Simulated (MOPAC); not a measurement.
MOPAC input (PM6):

```
PM6 FORCE THERMO(298,298) PRECISE LET UHF MS=0.5 GEO-OK AUX(PRECISION=9) THREADS=1
Br2Sb

Sb    0.14518360 1   -0.57377853 1    0.69434094 1
Br    1.73455896 1    0.87881018 1   -0.51365840 1
Br   -1.94701823 1   -0.03915225 1   -0.50242829 1
```

From the output:

```
    Br    3   1.180025   0.231704   1.263027

          HEAT OF FORMATION =     -16.385881 KCALS/MOLE

          ZERO POINT ENERGY       0.710 KCAL/MOL

           NORMAL COORDINATE ANALYSIS (Total motion = 1 Angstrom)

   Root No.       1         2         3

                 1 A1      1 B2      2 A1

                  82.7     200.4     213.5

           1   -0.1511   -0.2576   -0.1870
           2   -0.1815    0.2145   -0.2246
           3    0.0000   -0.0000    0.0000
           4   -0.1437    0.3324    0.3538
           5    0.3538    0.0000   -0.0049
           6   -0.0000   -0.0000    0.0000
           7    0.3740    0.0601   -0.0688
           8   -0.0773   -0.3269    0.3471
           9    0.0000    0.0000   -0.0000

           MASS-WEIGHTED COORDINATE ANALYSIS (NORMAL COORDINATES)

   Root No.       1         2         3

                 1 A1      1 B2      2 A1

                  82.7     200.4     213.5

           1   -0.3039   -0.5078   -0.3742
           2   -0.3650    0.4229   -0.4494
           3    0.0000   -0.0000    0.0000
           4   -0.2342    0.5307    0.5735
           5    0.5765    0.0000   -0.0079
           6   -0.0000   -0.0000    0.0000
           7    0.6094    0.0960   -0.1116
           8   -0.1260   -0.5220    0.5626
           9    0.0000    0.0000   -0.0000

          DESCRIPTION OF VIBRATIONS

 VIBRATION          1    1A1         ATOM PAIR     ENERGY CONTRIBUTION    RADIAL
 FREQUENCY            82.69         Sb1 -- Br2         +50.0% ( 77.1%)      0.5%
 TRANSITION DIPOLE   1.2031         Sb1 -- Br3         +50.0% ( 77.1%)      0.5%
 TRAVEL (Ang.)       0.1644
 REDUCED MASS       30.1556
 EFFECTIVE MASS     90.8356
 FORCE CONSTANT      0.1215

 VIBRATION          2    1B2         ATOM PAIR     ENERGY CONTRIBUTION    RADIAL
 FREQUENCY           200.40         Sb1 -- Br2         +50.0% ( 79.0%)     85.8%
 TRANSITION DIPOLE   5.6459         Sb1 -- Br3         +50.0% ( 79.0%)     85.8%
 TRAVEL (Ang.)       0.0968
 REDUCED MASS       35.8918
 EFFECTIVE MASS     97.0969
 FORCE CONSTANT      0.8492

 VIBRATION          3    2A1         ATOM PAIR     ENERGY CONTRIBUTION    RADIAL
 FREQUENCY           213.53         Sb1 -- Br3         +50.0% ( 73.1%)     82.2%
 TRANSITION DIPOLE   2.1935         Sb1 -- Br2         +50.0% ( 73.1%)     82.2%
 TRAVEL (Ang.)       0.1001
 REDUCED MASS       31.5379
 EFFECTIVE MASS     93.2780
 FORCE CONSTANT      0.8472

      SYMMETRY NUMBER FOR POINT-GROUP C2v =  2

          SYSTEM IS A GROUND STATE

 Br2Sb

          MOLECULE IS NOT LINEAR

          THERE ARE  3 GENUINE VIBRATIONS IN THIS SYSTEM
          THIS THERMODYNAMICS CALCULATION IS LIMITED TO
          MOLECULES WHICH HAVE NO INTERNAL ROTATIONS

                    CALCULATED THERMODYNAMIC PROPERTIES
                                          *
   TEMP. (K)   PARTITION FUNCTION   H.O.F.    ENTHALPY  HEAT CAPACITY ENTROPY
                                   KCAL/MOL   CAL/MOLE    CAL/K/MOL  CAL/K/MOL

 298.00  VIB.     0.7617D+01                  1171.4992     5.6204     7.9660
         ROT.     0.3287D+06                   888.2803     2.9808    28.2242
         INT.     0.2504D+07                  2059.7795     8.6012    36.1902
         TRA.     0.4567D+28                  1480.4672     4.9680    42.8014
         TOT.                      -16.386    3540.2466    13.5692    78.9916

   *: NOTE: HEATS OF FORMATION ARE RELATIVE TO THE
            ELEMENTS IN THEIR STANDARD STATE AT 298K
              (=  Standard Enthalpy of Formation).

            Hvib:  Zero-point energy is not included.
                   frequencies of less than zero cm-1 are not included.
            Hrot = (3/2)RT
            Htra = (3/2)RT + pV = (5/2)RT

            Heat capacity is Cp, not Cv

          For more information, see: HTTP://OpenMOPAC.net/Manual/thermochemistry.html

           FORCE CONSTANT IN CARTESIAN COORDINATES (Millidynes/A)

    ATOM   CHEMICAL       X               Y               Z
   NUMBER   SYMBOL  FORCE CONSTANT  FORCE CONSTANT  FORCE CONSTANT

      1      Sb        1.246156        1.240941        0.001321
      2      Br        1.256191        0.107126        0.000455
      3      Br        0.163712        1.199604        0.000455

 **********************
 *                    *
 * JOB ENDED NORMALLY *
 *                    *
 **********************

 == MOPAC DONE ==
```
